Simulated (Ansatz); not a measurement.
Species: C$_{3}$H$_{3}$F$_{3}$O, net charge 0, singlet state. 
Geometry from a B3LYP-D3(BJ)/def2-TZVP (Ansatz, a first-principles code) optimisation:
```xyz
10

C     -2.2349     0.1603    -0.0348
C     -1.4833    -0.9235     0.0330
O     -0.0991    -1.0123     0.0540
C      0.6759     0.0947     0.0027
F      1.9442    -0.3035     0.0392
F      0.4643     0.9238     1.0393
F      0.4895     0.8061    -1.1224
H     -1.8449     1.1647    -0.0849
H     -3.3073     0.0330    -0.0404
H     -1.8821    -1.9254     0.0829
```

Dipole moments at this geometry, in debye (magnitudes).

| level | program | dipole (D) |
|---|---|---|
| SVWN5/def2-TZVPD | Ansatz | 1.85 |
| PBE/def2-TZVPD | Ansatz | 1.77 |
| r2SCAN/def2-TZVPD | Ansatz | 1.83 |
| PBE0/def2-TZVPD | Ansatz | … |
| r2SCANh/def2-TZVPD | Ansatz | 1.87 |
| CAM-B3LYP/def2-TZVPD | Ansatz | 2.00 |
| LC-wPBE/def2-TZVPD | Ansatz | 1.98 |
| wB97M-V/def2-TZVPD | Ansatz | 1.93 |
| CCSD(T)/aug-cc-pVDZ | Ansatz | … |

**Question.** What belongs in the gaps?

**Answer.** 
- PBE0/def2-TZVPD, dipole (D): 1.91
- CCSD(T)/aug-cc-pVDZ, dipole (D): 1.94
